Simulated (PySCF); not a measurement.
Isomers of C5H14AlN, from PBE0-D3(BJ)/def2-SVP geometry optimisation, gas phase in PySCF 2.14.0. One conformer each, no zero-point energy, no frequencies.

Task: Which is lowest in electronic energy at this level?
A. `[CH3:1][CH2:2][CH2:3][AlH:4][N:5]([CH3:6])[CH3:7]` with C1–C2–C3–Al4 -179°, C2–C3–Al4–N5 69°: A = 4242, B = 932.9, C = 816.4 MHz, dipole 0.87 D
B. `[CH3:1][CH2:2][Al@@H-:3]([NH3+:4])[CH:5]1[CH2:6][CH2:7]1` with C1–C2–Al3–N4 54°, C2–Al3–C5–C6 120°: A = 3850, B = 1050, C = 895.7 MHz, dipole 4.96 D
C. `[CH3:1][N@@H+:2]([AlH3-:3])[CH:4]1[CH2:5][CH2:6][CH2:7]1` with C1–N2–C4–C5 169°, N2–C4–C5–C6 -143°, C4–C5–C6–C7 20°, C5–C6–C7–C4 -20°, N2–C4–C7–C6 142°: A = 3554, B = 1355, C = 1050 MHz, dipole 5.68 D
D. `[CH2:1]=[CH:2][Al@H-:3]([NH3+:4])[CH:5]([CH3:6])[CH3:7]` with C1–C2–Al3–N4 117°, C2–Al3–C5–C6 -173°: A = 2420, B = 1370, C = 1154 MHz, dipole 4.94 D

Result: A. That is `C[N](C)[AlH][CH2]CC`, 8.9 kcal/mol below the next.

```
                        SMILES                                             mapped SMILES      E (Eh)  relative (kcal/mol)  relative (kJ/mol)  dipole (D)
           CC[CH2][AlH][N](C)C         [CH3:1][CH2:2][CH2:3][AlH:4][N:5]([CH3:6])[CH3:7]  -495.48802                  0.0                0.0        0.87
C[CH2][Al@@H-]([NH3+])[CH]1CC1  [CH3:1][CH2:2][Al@@H-:3]([NH3+:4])[CH:5]1[CH2:6][CH2:7]1  -495.47389                  8.9               37.1        4.96
 C=[CH][Al@H-]([NH3+])[CH](C)C   [CH2:1]=[CH:2][Al@H-:3]([NH3+:4])[CH:5]([CH3:6])[CH3:7]  -495.47231                  9.9               41.3        4.94
       C[N@@H+]([AlH3-])C1CCC1  [CH3:1][N@@H+:2]([AlH3-:3])[CH:4]1[CH2:5][CH2:6][CH2:7]1  -495.45106                 23.2               97.1        5.68
```

As drawn, the highest has a four-membered ring and an N–H bond, which the lowest lacks.
